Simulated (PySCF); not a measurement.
**How methods differ on the interval between two levels of Ni³⁺**

Ni³⁺ [Ar] 3d7 [4F9/2, M_J = 9/2] → Ni³⁺ [Ar] 3d6 4s1 [6D9/2, M_J = 9/2], as a difference of total energies. Calculation: PySCF 2.14, in x2c-SVPall-2c with one added diffuse shell each of s, d type (6s5p4d1f, 48 functions); the two-component X2C-1e Hamiltonian. Correlated levels: [Ne] frozen; the 6 highest virtual spinors dropped. "Screened" scales the spin-orbit matrix elements by Boettger's factors to mimic the two-electron term; Breit and QED terms are absent.

| method | interval between two levels (cm⁻¹) |
| --- | --- |
| GHF (spin-free) | 118320 |
| GMP2 (spin-free) | 123920 |
| GHF (screened spin-orbit) | 118620 |
| GMP2 (screened spin-orbit) | 124220 |

The labels give the starting determinants; with spin-orbit coupling the two ends relaxed to ⟨J²⟩ = 24.75, ⟨L²⟩ = 12.03, ⟨S²⟩ = 3.74 and ⟨J²⟩ = 24.75, ⟨L²⟩ = 6.02, ⟨S²⟩ = 8.74.
